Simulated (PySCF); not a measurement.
**Si2BH7O2**

Si2BH7O2 is a small molecule, neutral, singlet. The structure, one conformer, was relaxed in the gas phase by PBE0-D3(BJ)/def2-SVP. No frequency run checks that it is a minimum.

SMILES: B[SiH2]O[SiH2]O

```xyz
12

O     2.205   -0.188   -1.200
Si    1.725    0.589    0.186
O     0.487   -0.214    0.931
Si   -1.066   -0.754    0.634
B    -2.184    0.443   -0.527
H     2.612   -1.052   -1.091
H     1.284    1.935   -0.260
H     2.830    0.662    1.182
H    -1.001   -2.105   -0.019
H    -1.738   -0.932    1.959
H    -1.784    1.466   -1.030
H    -3.330    0.121   -0.746
```
(Å; atoms numbered from 1)

Shieldings: GIAO PBE0/pcSseg-2. Shifts are against computed references at the same level: H TMS (σ 31.24 ppm), Si TMS (σ 341.3 ppm). Core levels by delta-SCF with SCAN, pcX-2 on the ionised atom and pcseg-1 elsewhere, spin-free X2C (2p3/2 is the spin-free 2p value less a third of a first-order spin-orbit splitting); from the vacuum level, for chosen atoms.

(1) Give the NMR and core-level values of the distinct atoms.

(2) Which of Si2, Si4 holds its core electrons tightest, and by how much against the loosest?

(3) By CAM-B3LYP/def2-SVPD (TDDFT singlets, Tamm-Dancoff triplets, ionisation by delta-SCF), where does absorption start, and what does vertical ionisation take?

## Answers

(1) 
```json
{"atoms": "O1", "bonded to": "1 Si + 1 H", "σ (ppm)": "264.7", "δ (ppm)": "-", "core level (eV)": "1s 538.73"}
{"atoms": "Si2", "bonded to": "2 O + 2 H", "σ (ppm)": "375.7", "δ (ppm)": "-34.5", "core level (eV)": "2p3/2 107.87"}
{"atoms": "O3", "bonded to": "2 Si", "σ (ppm)": "270.0", "δ (ppm)": "-", "core level (eV)": "1s 537.76"}
{"atoms": "Si4", "bonded to": "1 B + 1 O + 2 H", "σ (ppm)": "368.4", "δ (ppm)": "-27.1", "core level (eV)": "2p3/2 107.17"}
{"atoms": "B5", "bonded to": "1 Si + 2 H", "σ (ppm)": "-26.1", "δ (ppm)": "-", "core level (eV)": "-"}
{"atoms": "H6", "bonded to": "1 O", "σ (ppm)": "29.43", "δ (ppm)": "1.82", "core level (eV)": "-"}
{"atoms": "H7", "bonded to": "1 Si", "σ (ppm)": "26.02", "δ (ppm)": "5.22", "core level (eV)": "-"}
{"atoms": "H8", "bonded to": "1 Si", "σ (ppm)": "26.14", "δ (ppm)": "5.11", "core level (eV)": "-"}
{"atoms": "H9", "bonded to": "1 Si", "σ (ppm)": "25.63", "δ (ppm)": "5.62", "core level (eV)": "-"}
{"atoms": "H10", "bonded to": "1 Si", "σ (ppm)": "25.68", "δ (ppm)": "5.56", "core level (eV)": "-"}
{"atoms": "H11", "bonded to": "1 B", "σ (ppm)": "20.63", "δ (ppm)": "10.61", "core level (eV)": "-"}
{"atoms": "H12", "bonded to": "1 B", "σ (ppm)": "20.86", "δ (ppm)": "10.39", "core level (eV)": "-"}
```

Values are those of this one static structure; atoms that internal rotation interchanges would show their mean in an NMR spectrum.

Core levels of B5 are left out, their hole states being strongly spin-contaminated.

(2) Si2 (bonded to 2 O + 2 H), by 0.70 eV over Si4 (bonded to 1 B + 1 O + 2 H).

(3) The lowest singlet lies at 4.03 eV (f 0.003), the strongest of the first 6 at 6.03 eV (f 0.041), the lowest triplet at 3.21 eV; vertical ionisation takes 10.26 eV.

The 3 runs behind this took 3.1 min in all, one thread each of Arm Neoverse V1 on a shared host, launched as `OMP_NUM_THREADS=1 python cluster_run.py task.json out`.
